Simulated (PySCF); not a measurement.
C2H6Cl4Si2, SMILES Cl[SiH2]CC[Si](Cl)(Cl)Cl at its CAM-B3LYP/def2-SVP optimised geometry (Å):

```
14

Si     1.1278    -0.6326     3.5647
Cl     0.9288    -0.3425     5.6111
C     -0.6187    -0.7104     2.8576
C     -0.8196    -1.3604     1.4790
Si    -0.1623    -0.4487     0.0000
Cl    -0.8061    -1.3631    -1.7185
Cl     1.8959    -0.4487     0.0000
Cl    -0.8090     1.4996     0.0000
H      1.8413    -1.9166     3.3464
H      1.9214     0.4987     3.0329
H     -1.0327     0.3113     2.8649
H     -1.2022    -1.2705     3.6066
H     -0.3779    -2.3711     1.4433
H     -1.8959    -1.4996     1.2790
```

Method: PySCF 2.14.0 with CAM-B3LYP/def2-TZVP. Cells within 0.4 Å of a nucleus heavier than hydrogen are left out (blank, or x).

Map of the HOMO amplitude (bohr^(-3/2)) on the plane z = 1.2 Å; orbital energy -10.08 eV, overall sign arbitrary:

```
|44444444444444444444444444444|
|44444444444444444444444444444|
|44444444444444444444444444444|
|44444444444444444444444444444|
|44444444444444444444444444444|
|44444444444444444444444444444|
|44444444444444444444444444444|
|44444444444444444444444444444|
|44444444444444444444444444444|
|44444444444444444444444444444|
|44444444444444444444444444444|
|44444444444444444444444444444|
|44444444444444444444444444444|
|44444444444444444444444444444|
|44444444444333344455554444444|
|44444444443323334455555444444|
|44444555543222234455555444444|
|44445556654201234455555444444|
|44445567876x00133445555444444|
|44455679988xx0233444444444444|
|44455679987522233444444444444|
|44445567776532333444444444444|
|44445556665433334444444444444|
|44444555555443334444444444444|
|44444445544444444444444444444|
|44444444444444444444444444444|
|44444444444444444444444444444|
|44444444444444444444444444444|
|44444444444444444444444444444|
```
Scale: ten equal steps from -0.096 (start of '0') to 0.118 (end of '9'), in the order '0123456789'; x runs from -4.00 to 4.00, y from -4.00 (bottom) to 4.00 (top).
